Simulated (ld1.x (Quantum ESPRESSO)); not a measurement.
# Reading a pseudo-wave (manganese)

Columns: radius, all-electron u(r) and pseudo u(r) of the 3p shell (level -56.11 eV) of manganese in the configuration [Ne] 3s2 3p6 3d5 4s1 4p1; PBEsol, scalar-relativistic, PAW scheme, ld1.x (Quantum ESPRESSO) 7.5.

```csv
r (bohr),all-electron,pseudo
0.130,0.5797,-0.0635
0.260,0.2642,-0.2371
0.390,-0.3815,-0.4747
0.520,-0.8586,-0.7162
0.650,-1.0881,-0.9049
0.780,-1.1299,-1.0041
0.910,-1.0618,-1.0055
1.040,-0.9416,-0.9275
1.170,-0.8050,-0.8046
1.300,-0.6717,-0.6719
1.430,-0.5510,-0.5510
1.560,-0.4464,-0.4464
1.690,-0.3584,-0.3584
1.820,-0.2858,-0.2858
1.950,-0.2267,-0.2267
2.080,-0.1791,-0.1791
2.210,-0.1410,-0.1410
2.340,-0.1108,-0.1108
2.470,-0.0868,-0.0868
2.600,-0.0679,-0.0679
2.730,-0.0531,-0.0531
2.860,-0.0414,-0.0414
2.990,-0.0322,-0.0322
3.120,-0.0251,-0.0251
3.250,-0.0195,-0.0195
3.380,-0.0152,-0.0152
```

Problem. How many radial nodes do the two functions have?

Solution. The all-electron 3p function has n − l − 1 = 1; the pseudo-wave has 0, since the states of the same l below it are removed with the core.

Problem. At about which radius was the pseudo-wave matched?

Solution. 1.40 bohr. The columns agree to 0.0005 from 1.17 bohr on; several derivatives are matched, so the curves merge somewhat inside the radius.

Problem. Is the pseudo-wave norm-conserving?

Solution. No, it belongs to a PAW set: the norm inside the radius is not constrained, and the difference is carried by the augmentation charge.
